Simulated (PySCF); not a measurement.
**Ge (germanium, neutral) across methods**

[Ar] 3d10 4s2 4p2, high-spin 3P determinant. All numbers are calculated (PySCF 2.14, a scalar-relativistic core potential, in aug-cc-pwCVDZ-PP with ECP10MDF).

```json
{"method": "UHF", "E (hartree)": "-293.34208", "mean ε 4s α (eV)": "-17.505", "mean ε 4s β (eV)": "-13.442", "mean ε 4p α (eV)": "-7.887", "Σ⟨r²⟩ (bohr²)": "40.82", "⟨S²⟩": "2.010"}
{"method": "PBE", "E (hartree)": "-294.5178", "mean ε 4s α (eV)": "-12.134", "mean ε 4s β (eV)": "-10.777", "mean ε 4p α (eV)": "-4.371", "Σ⟨r²⟩ (bohr²)": "40.76", "⟨S²⟩": "2.002"}
{"method": "HSE06", "E (hartree)": "-294.4760", "mean ε 4s α (eV)": "-13.242", "mean ε 4s β (eV)": "-11.428", "mean ε 4p α (eV)": "-4.964", "Σ⟨r²⟩ (bohr²)": "40.47", "⟨S²⟩": "2.003"}
{"method": "BHandHLYP", "E (hartree)": "-294.3717", "mean ε 4s α (eV)": "-15.005", "mean ε 4s β (eV)": "-12.739", "mean ε 4p α (eV)": "-6.112", "Σ⟨r²⟩ (bohr²)": "40.40", "⟨S²⟩": "2.004"}
{"method": "r2SCAN0", "E (hartree)": "-294.3956", "mean ε 4s α (eV)": "-14.040", "mean ε 4s β (eV)": "-11.882", "mean ε 4p α (eV)": "-5.602", "Σ⟨r²⟩ (bohr²)": "40.09", "⟨S²⟩": "2.005"}
{"method": "PBE0", "E (hartree)": "-294.4812", "mean ε 4s α (eV)": "-13.651", "mean ε 4s β (eV)": "-11.703", "mean ε 4p α (eV)": "-5.373", "Σ⟨r²⟩ (bohr²)": "40.43", "⟨S²⟩": "2.003"}
{"method": "LDA", "E (hartree)": "-294.0470", "mean ε 4s α (eV)": "-12.373", "mean ε 4s β (eV)": "-11.165", "mean ε 4p α (eV)": "-4.391", "Σ⟨r²⟩ (bohr²)": "40.60", "⟨S²⟩": "2.001"}
{"method": "r2SCAN", "E (hartree)": "-294.4048", "mean ε 4s α (eV)": "-12.673", "mean ε 4s β (eV)": "-10.983", "mean ε 4p α (eV)": "-4.694", "Σ⟨r²⟩ (bohr²)": "40.12", "⟨S²⟩": "2.005"}
{"method": "TPSS", "E (hartree)": "-294.4416", "mean ε 4s α (eV)": "-12.286", "mean ε 4s β (eV)": "-10.599", "mean ε 4p α (eV)": "-4.460", "Σ⟨r²⟩ (bohr²)": "40.41", "⟨S²⟩": "2.003"}
```

Energies and moments cover only the electrons outside the core potential.
